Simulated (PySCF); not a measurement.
## Polarisability and C₆ of Cr (chromium, neutral)

[Ar] 3d5 4s1, high-spin 7S determinant. Calculation: PySCF 2.14, in aug-cc-pVTZ (8s7p5d3f2g, 93 functions); the non-relativistic Hamiltonian (point nucleus). Coupled (time-dependent) response in atomic units; α is the mean over directions.

```tsv
method	mean α (bohr³)	C₆ (like pair)	S(−4)
UHF	112.6	1033	11620
PBE	70.66	572.6	3913
PBE0	76.52	635.3	4575
```

S(−4) is the Cauchy moment in α(ω) = α(0) + S(−4) ω² + …

Reference α: 83 ± 12 bohr³ (recommended; Schwerdtfeger and Nagle, table of static dipole polarizabilities (2023 update)). Published C₆: 602.0 (Chu and Dalgarno (2004); Tang, Norbeck and Certain (1976)).

Hartree-Fock lies above the reference because it lacks correlation, which contracts the outer shell.

α(iu) at PBE0:

```
u (hartree)  α(iu) (bohr³)
          0          76.52
     0.0500          66.71
      0.100          48.98
      0.200          25.85
      0.300          16.11
      0.500          8.812
      0.750          5.470
       1.00          3.862
       1.50          2.314
       2.00          1.576
       3.00         0.8819
       5.00         0.3961
```

A single London oscillator, α(iu) = α/(1 + u²/ω²), gives C₆ = (3/4) ω α². Matching the computed C₆ needs ω = 4 × 635.3 / (3 × 76.52²) = 0.145 hartree.
